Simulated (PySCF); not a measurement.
Al(Cl)2(SeH) (AlCl₂HSe), SMILES [Cl][Al]([Cl])[SeH].

Geometry optimised at B3LYP-D3(BJ)/def2-SVP. One conformer was computed; it need not be the lowest.

Method: PBE/def2-TZVP in PySCF.

Gas-phase values at a fixed geometry.

* **total energy**: -3564.33647 hartree
* **point group**: Cs
* **highest occupied level**: -6.69 eV
* **lowest empty level**: -2.03 eV
* **orbital gap**: 4.65 eV
* **dipole moment**: 1.13 D
* **quadrupole, principal values (traceless, Buckingham form, about the centre of nuclear charge)**: -3.64, 1.15, 2.49 D·Å
* **mean static polarisability**: 76.5 bohr³ (11.34 Å³)
* **polarisability, principal values**: 56.8, 80.0, 92.8 bohr³
